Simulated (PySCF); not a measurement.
# Ionisation energy of Os by level of theory

Os [Xe] 4f14 5d6 6s2 (5D) → Os⁺ [Xe] 4f14 5d6 6s1 (6D), as a difference of total energies. Computed with PySCF 2.14 in def2-SVP with the def2 core potential (60 electrons) (6s3p2d1f, 32 functions), with scalar relativity through the core potential. Correlated levels: valence: 5s2 5p6 frozen. The calculations carry no spin-orbit coupling.

| method | ionisation energy (eV) | error (eV) |
| --- | --- | --- |
| UHF | 6.515 | -1.958 |
| PBE0 | 8.052 | -0.421 |
| PBE | 8.314 | -0.159 |
| MP2 (valence) | 7.661 | -0.812 |
| SCS-MP2 (valence) | 7.817 | -0.656 |

Reference: 8.473 eV (measured; NIST levels, between the centres of gravity of the two terms).

Errors of the correlated levels include the incompleteness of this basis and the frozen core.

MP2 underrates the near-degeneracy of ns² with np² in the lower species.
